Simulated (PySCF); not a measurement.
Isomers of C7H13OP, mass 144.070 u with the commonest isotopes. Level of theory: PBE0/pcSseg-1 in PySCF (dipole) on a GFN2-xTB geometry, gas phase. One conformer each, none proved a minimum here; rigid rotors.

Problem. Order these by dipole moment, largest first.
A. `[CH3:1][C:2]#[C:3][P@@:4]([CH3:5])(=[O:6])[CH:7]([CH3:8])[CH3:9]` with C3–P4–C7–C8 -69°
B. `[CH3:1][C:2]#[C:3][P:4](=[O:5])([CH2:6][CH3:7])[CH2:8][CH3:9]` with C3–P4–C6–C7 51°, C3–P4–C8–C9 72°
C. `[CH:1]#[C:2][P:3]([CH2:4][OH:5])[CH2:6][CH2:7][CH2:8][CH3:9]` with C2–P3–C4–O5 50°, P3–C4–O5–H -58°, C2–P3–C6–C7 178°, P3–C6–C7–C8 177°, C6–C7–C8–C9 67°

Solution. B (4.66 D), A (4.49 D), C (0.62 D).

Problem. Order these by rotational constant C, largest first.
A. `[CH3:1][C:2]#[C:3][P@@:4]([CH3:5])(=[O:6])[CH:7]([CH3:8])[CH3:9]` with C3–P4–C7–C8 -69°
B. `[CH3:1][C:2]#[C:3][P:4](=[O:5])([CH2:6][CH3:7])[CH2:8][CH3:9]` with C3–P4–C6–C7 51°, C3–P4–C8–C9 72°
C. `[CH:1]#[C:2][P:3]([CH2:4][OH:5])[CH2:6][CH2:7][CH2:8][CH3:9]` with C2–P3–C4–O5 50°, P3–C4–O5–H -58°, C2–P3–C6–C7 178°, P3–C6–C7–C8 177°, C6–C7–C8–C9 67°

Solution. B (782.3 MHz), A (736.9 MHz), C (625.8 MHz).

Problem. Order these by out-of-plane moment Σ m c² = (Ia + Ib − Ic)/2, smallest first.
A. `[CH:1]#[C:2][P:3]([CH2:4][OH:5])[CH2:6][CH2:7][CH2:8][CH3:9]` with C2–P3–C4–O5 50°, P3–C4–O5–H -58°, C2–P3–C6–C7 178°, P3–C6–C7–C8 177°, C6–C7–C8–C9 67°
B. `[CH3:1][C:2]#[C:3][P@@:4]([CH3:5])(=[O:6])[CH:7]([CH3:8])[CH3:9]` with C3–P4–C7–C8 -69°
C. `[CH3:1][C:2]#[C:3][P:4](=[O:5])([CH2:6][CH3:7])[CH2:8][CH3:9]` with C3–P4–C6–C7 51°, C3–P4–C8–C9 72°

Solution. A (75.22 u·Å²), B (76.49 u·Å²), C (105.45 u·Å²).

```csv
SMILES,point group,Ia (u·Å²),Ib (u·Å²),Ic (u·Å²),κ,μa (D),μb (D),μc (D)
CC#CP(=O)(CC)CC,C1,351.83,505.04,645.98,-0.33,2.41,1.53,3.69
C#CP(CO)CCCC,C1,243.52,714.50,807.58,-0.89,0.07,0.45,0.43
CC#C[P@@](C)(=O)C(C)C,C1,252.88,585.92,685.81,-0.80,2.00,1.11,3.86
```
